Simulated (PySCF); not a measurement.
Compound: ClH₇P₂Si₂.
Bonds: Si1–Si2, Si2–P3, Si2–P4, Si2–Cl5. Hydrogens: H6, H7, H8 on Si1; H9, H10 on P3; H11, H12 on P4.

Level of theory: PySCF 2.14.0, PBE0-D3(BJ)/def2-SVP geometry optimisation, gas phase.

What internal coordinates does the optimisation give?

```
                  bond  length (Å)   order
               Si1–Si2       2.339  single
        Si2–P3, Si2–P4       2.264  single
               Si2–Cl5       2.088  single
Si1–H6, Si1–H7, Si1–H8       1.495  single
P3–H9 and 3 like bonds       1.431  single
```

Bonds in one row agree within 0.01 Å and their mean is given. Orders are formal, as drawn. A selection of angles:
```
      angle  degrees
 Si2–Si1–H6    108.6
  H6–Si1–H7    109.1
 Si1–Si2–P3    114.5
Si1–Si2–Cl5    106.7
  P3–Si2–P4    106.7
 P3–Si2–Cl5    107.2
  Si2–P3–H9     93.3
 Si2–P3–H10     92.0
  H9–P3–H10     93.4
```

P3 (three-coordinate phosphorus) is pyramidal (angles 93.4°, 93.3° and 92.0°, sum 278.8°, 0.88 Å off the plane of its three neighbours). Si1 (SiH3 silicon) is tetrahedral (angles from 108.6° to 110.2°). Si2 (chlorine-bound silicon) is distorted tetrahedral (angles from 106.7° to 114.5°).

Point group: Cs (every atom within 0.08 Å of its image). Stationary, but not proved a minimum. The numbers are those of one conformer (Si1–Si2–P3–H 39° and -54°, Si1–Si2–P4–H -40° and 54°).

The run took 91 s on one thread, Arm Neoverse V1 (aarch64), on a shared host, and the process peaked at 0.50 GiB of memory. That covers the optimisation of the geometry.
